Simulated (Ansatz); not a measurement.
System: CaF, charge 0, multiplicity 2. SMILES: [Ca][F]
Coordinates optimised at B3LYP-D3(BJ)/def2-TZVP (Ansatz, a quantum-chemistry and plane-wave program):
```xyz
2

Ca     0.0000     0.0000    -0.6086
F      0.0000     0.0000     1.3525
```
Charge 0, spin multiplicity 2.

Quantity: atomisation energy (electronic, to ground-state atoms), in kcal/mol. Valence correlation only, unless marked. Open shells are spin-unrestricted. Spin-orbit coupling is left out. Frozen are the shells of the preceding noble gas and the d and f shells that filled before the atom's block. The outer core of K, Ca and their heavier congeners is not correlated, a term that matters for these elements. Non-relativistic. CBS marks a two-point X^-3 extrapolation of the correlation energy; Hartree-Fock from the larger set. [CCSD(T)-MP2]/basis is that difference in the basis named.

```tsv
level	program	atomisation energy (kcal/mol)
revPBE-D3(BJ)/def2-TZVPD	Ansatz + dftd3	133.2
B3LYP-D4/def2-TZVPD	Ansatz + dftd4	129.8
PBE0/STO-3G	Ansatz	24.6
PBE0-D3(BJ)/def2-TZVP	Ansatz + dftd3	128.1
wB97M-V/def2-TZVPD	Ansatz	125.3
wB97X-V/def2-TZVPD	Ansatz	130.5
MP2/def2-SVP	Ansatz	125.8
MP2/CBS(def2-TZVPPD,def2-QZVPPD)	Ansatz	139.0
CCSD/def2-TZVPP	Ansatz	116.1
CCSD/def2-TZVPPD	Ansatz	118.8
CCSD(T)/def2-TZVPP	Ansatz	118.7
RI-MP2/CBS(def2-TZVPPD,def2-QZVPPD)+[CCSD(T)-MP2]/def2-SVPD	Ansatz	126.4
RI-MP2/CBS(def2-TZVPPD,def2-QZVPPD)+[CCSD(T)-MP2]/def2-TZVPPD	Ansatz	126.3
RI-MP2/CBS(def2-TZVPP,def2-QZVPP)+[CCSD(T)-MP2]/def2-QZVPP	Ansatz	127.7
```
